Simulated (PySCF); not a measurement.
AlEt2I, C₄H₁₀AlI.
Geometry (PBE0-D3(BJ)/def2-SVP, Å), atoms numbered from 1 in this order:
```xyz
16
C4H10AlI angstrom
Al    -0.137   -0.288   -0.027
C      1.819   -0.274    0.084
C      2.504   -1.480    0.722
H      2.110    0.663    0.595
H      2.172   -0.138   -0.957
H      3.603   -1.405    0.674
H      2.232   -1.588    1.784
H      2.216   -2.421    0.228
C     -1.238    1.297   -0.362
C     -2.748    1.115   -0.496
H     -0.819    1.775   -1.269
H     -1.003    2.013    0.450
H     -3.264    2.070   -0.691
H     -3.006    0.430   -1.318
H     -3.189    0.685    0.417
I     -1.288   -2.491    0.229
```

The calculation used PBE0-D3(BJ)/def2-SVP geometry optimisation, gas phase, def2 core potentials past Kr in PySCF.

Problem. Which atoms are bound to Al1, and at what distances?

Solution. 3 atoms: C9 1.959 Å, C2 1.959 Å, I16 2.498 Å. The nearest atom not counted as bound is H5, at 2.49 Å (others tie with it).

Problem. List the angles at Al1.

Solution. 
```json
{"angle": "C2–Al1–C9", "degrees": "124.4", "distance of the outer atoms (Å)": "3.47"}
{"angle": "C9–Al1–I16", "degrees": "118.2", "distance of the outer atoms (Å)": "3.83"}
{"angle": "C2–Al1–I16", "degrees": "117.4", "distance of the outer atoms (Å)": "3.82"}
```

Problem. What is the shape at Al1?

Solution. Planar: angles 124.4°, 118.2° and 117.4°, sum 360.0°, 0.01 Å off the plane of its three neighbours.

Problem. What are the other bond lengths?

Solution. C2–C3, C9–C10 1.527 Å; C2–H4 and 3 like bonds 1.107 Å; C3–H6 and 5 like bonds 1.102 Å.

Problem. Give some angles away from the centre.

Solution. Al1–C2–C3 117.8°.

Problem. What are the rotational constants (commonest isotopes, rigid rotor)?

Solution. A = 1352, B = 1143, C = 630.7 MHz: an asymmetric top.

Point group: C1 (no symmetry element, even within 0.4 Å). Charge 0, singlet. No PBE0-D3(BJ)/def2-SVP frequencies stand behind this structure, so it isn't proved a minimum.

One conformer stands for the species.
